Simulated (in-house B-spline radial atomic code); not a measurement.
Values are calculated unless marked as measured or tabulated.
## Ghost states of the separable form: K

K, [Ar] 4s1, non-relativistic PBE, spherical and spin-unpolarised, from an all-electron radial atomic-structure program (B-spline basis) (atomic units; all potentials screened as in the neutral atom).

Troullier-Martins channels: 4s (ε = -0.0849, r_c = 3.215 bohr), 3p (ε = -0.6926, r_c = 1.283 bohr). In the Kleinman-Bylander form one channel serves as the local potential, and each other channel l becomes |δV u><u δV|/<u|δV|u>, with δV = V_l − V_local and u the pseudo-orbital. Its strength is E_KB = <u|δV²|u>/<u|δV|u>. By the analysis of Gonze, Stumpf and Scheffler a spurious state lies below the reference level ε if E_KB > 0 and ε is above the second level of the local potential alone, or if E_KB < 0 and ε is above its first. The table's levels are those of angular momentum l in a sphere of 9 bohr, whose wall can lift a shallow ε a little above its free-atom value.

| local | channel | <u δV u> | <u δV² u> | ε | first local level | second local level |
| --- | --- | --- | --- | --- | --- | --- |
| s | p | -2.4092 | 7.6902 | -0.6926 | -0.0093 | 0.2497 |
| p | s | 0.060901 | 0.09243 | -0.0745 | -1.9997 | -0.1438 |

Question: Apply the rule to each row.

Answer: Local s, channel p: E_KB = -3.19, so ε = -0.6926 is set against -0.0093: no ghost. Local p, channel s: E_KB = +1.52, so ε = -0.0745 is set against -0.1438: a ghost.

Diagonalising the separable Hamiltonian gives:

```
local  channel       three lowest levels  all-electron, two lowest valence levels
    s        p   -0.6926, 0.0154, 0.3126                          -0.6926, 0.0020
    p        s  -0.9273, -0.0745, 0.1755                          -0.0745, 0.1767
```

Question: Which choices of local channel are safe?

Answer: Free of ghosts: s. With p local the s channel has a ghost 0.85 hartree below ε, since the local potential binds more than one state below ε, and a repulsive term of rank one raises each level at most to the next, so it clears only one of them. Among the safe choices the second level, which tests transfer, is off by at most 13.4 millihartree (s local).
